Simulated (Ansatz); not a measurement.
`[SiH3][SiH]([SiH3])[SiH3]` + CH₄ → `C[SiH]([SiH3])[SiH3]` + SiH₄ at 700 K and 1 bar (formal exchange of groups at the Si–Si bond).

Isolated molecules relaxed with PBE0-D4/def2-TZVP in Ansatz; ΔE leaves out vibrations. CCSD(T)/CBS adds triple-zeta CCSD(T) − MP2 to the extrapolated MP2 energy (def2 sets, frozen cores). This one scheme is used for every species.

```tsv
species	CCSD(T)/CBS energy (Eh)	H − E (kJ/mol)	S (J/(mol·K))
`[SiH3][SiH]([SiH3])[SiH3]`	-1162.31205	330.8	578.8
CH₄	-40.46206	145.9	224.0
`C[SiH]([SiH3])[SiH3]`	-911.30140	354.0	550.4
SiH₄	-291.46306	115.5	252.9
```

H − E and S are ideal-gas, rigid-rotor, harmonic terms from PBE0-D4/def2-TZVP. 1 Eh = 2625.50 kJ/mol, R = 8.31446 J/(mol·K).

Task: By hand: ΔE, ΔH, ΔS and ΔG.

Result: ΔE = (-911.30140) + (-291.46306) − (-1162.31205) − (-40.46206) = 0.00965 Eh = 25.3 kJ/mol. Δ(H − E) = 354.0 + 115.5 − 330.8 − 145.9 = -7.2, so ΔH = 18.1 kJ/mol. ΔS = 550.4 + 252.9 − 578.8 − 224.0 = 0.5 J/(mol·K). ΔG = 18.1 − 700 × (0.5)/1000 = 17.8 kJ/mol.

Task: By hand: the equilibrium constant, and the temperature at which ΔG would vanish if ΔH and ΔS stayed fixed.

Result: log₁₀ K = −ΔG/(RT ln 10) = -1.3. ΔG = 0 at ΔH/ΔS = 36200 K, far beyond where these terms or the molecules hold.

The number of gas molecules stays the same, so ΔS is small and ΔH decides. A doubt of 5 kJ/mol in ΔE shifts log₁₀ K by 0.4 here. These are equilibria of isolated gas molecules and say nothing of rates. Largest T1 diagnostic: 0.014 (customary marks: 0.02 for closed shells, 0.045 for open ones).
